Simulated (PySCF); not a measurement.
SMILES O[Si]I (HIOSi) (PBE0/def2-SVP optimised geometry):

```
4

Si    -0.646    -0.949     0.000
I      1.848    -0.949     0.000
O     -0.916     0.694     0.000
H     -1.848     0.949     0.000
```

Calculation: PBE0/def2-TZVP, def2 effective core potentials past Kr in PySCF 2.14.0.

Problem. What are the frontier orbital energies and the dipole moment?

Solution. HOMO-2 -7.80 eV, HOMO-1 -7.71 eV, HOMO -7.03 eV, LUMO -2.32 eV, LUMO+1 -0.49 eV; dipole moment 2.72 D.

On the same geometry PBE/def2-TZVP, def2 effective core potentials past Kr (PySCF) gives HOMO-2 -6.72 eV, HOMO-1 -6.58 eV, HOMO -5.99 eV, LUMO -3.06 eV, LUMO+1 -1.25 eV; dipole moment 2.57 D.
